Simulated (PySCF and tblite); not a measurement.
The numbers below are computed, except where a source is named.
C7H4F4, numbered as in [F:1]/[CH:2]=[C:3]1/[CH:4]=[CH:5][CH:6]=[C:7]1[C:8]([F:9])([F:10])[F:11].

Level: PBE0-D3(BJ)/pcSseg-1//GFN2-xTB, thermal terms from GFN2-xTB, symmetry numbers and mirror pairs counted. Conformers within 2.5 kcal/mol (GFN2-xTB free energy) were kept, 2 at most. GIAO shieldings: PBE0/pcSseg-1. Shifts are against TMS (¹H), TMS (¹³C), CFCl3 (¹⁹F) at the same level. Codes: tblite and PySCF.

Task: List the conformer-averaged shifts at 298.15 K.

Result: ¹H: 7.61 (H2, 1H), 7.19 (H6, 1H), 6.61 (H4, 1H), 6.60 (H5, 1H) ppm. ¹³C: 167.8 (C2), 142.4 (C6), 135.0 (C5), 133.2 (C4), 132.0 (C8), 131.6 (C3), 129.1 (C7) ppm. ¹⁹F: -74.2 (F1), -76.6 (F9/F10/F11) ppm.

Unscaled ¹⁹F shifts at such levels can be off by tens of ppm; differences between conformers or isomers are more reliable. Shifts are unscaled: against experiment ¹³C can be off by 15 ppm or more and ¹H by 0.8 ppm.
